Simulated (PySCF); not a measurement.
Energies from PySCF, thermal terms from the rigid-rotor harmonic-oscillator model, ideal gas at 1 bar. Table values come from the NASA 1993 polynomials. S°(298 K) at PBE0/def2-TZVP differs from the NASA 1993 table for Na2(OH)2 (+8 J/mol/K); whether the harmonic model or the table's entry is off was not settled. 6-31G* has spherical d functions here. All species are closed-shell singlets. The harmonic model lacks anharmonicity and excited electronic states, which grow with temperature; levels with a mode under 35 cm⁻¹ are left out. The table's entry may be an old estimate for Na2(OH)2 (not checked at source).

Harmonic frequencies at HF/6-31G* (cm⁻¹): 158, 219, 241, 271, 356, 378, 442, 459, 503, 505, 4144, 4144. Point group D2h; S°(298 K) = 314.1 J/mol/K at this level.

### Question
Work out Cp and S° of gaseous Na2(OH)2 at 500, 800, 1200, 1600, 2000 K from these, and set them beside the table.

### Answer
```tsv
T (K)	Cp HF/6-31G*	Cp table	S° HF/6-31G*	S° table
500	109.0	93.1	368.0	351.9
800	113.9	105.3	420.5	398.6
1200	117.9	114.2	467.5	443.1
1600	121.5	119.9	501.9	476.8
2000	124.2	123.7	529.3	504.0
```
Units J/mol/K.
